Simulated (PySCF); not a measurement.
```xyz
4
charge 0 multiplicity 2, angstrom
Mo   -0.3107    0.0000    0.1415
O    -1.1565    1.3792   -0.2847
O    -1.1565   -1.3792   -0.2847
Cl    1.9279    0.0000   -0.1343
```

Method: UPBE0/[Mo def2-TZVP with ECP28, O def2-TZVP, Cl def2-TZVP], scalar-relativistic core potentials, density fitting, no spin–orbit coupling, PySCF.

This geometry of MoO₂Cl is a stationary point at this level.

Task: What is the point group?

Result: Cs.

Task: Is it a minimum?

Result: Yes: all harmonic wavenumbers are real.

Task: What are the dipole moment and the gap between the highest occupied and lowest empty levels of either spin?

Result: 2.08 D and 3.76 eV.

Task: Give the atomic charges and bond orders.

Result: 
```
atom  Mulliken  Löwdin  polar tensor  spin (Mulliken)  Mayer order to Mo1
 Mo1      1.43    0.48          1.86             1.04                   –
O2,3     -0.53   -0.27         -0.68            -0.01                1.98
 Cl4     -0.37    0.06         -0.50            -0.02                0.98
```

Task: Give the ideal-gas entropy at 298.15 K and 1 bar by parts.

Result: translation 172.5, rotation 110.5, vibration 31.9, spin 5.8; total 320.7 J/(mol K).

This need not be the most stable arrangement of these atoms. With open d or f shells other occupations or spin states may lie lower.
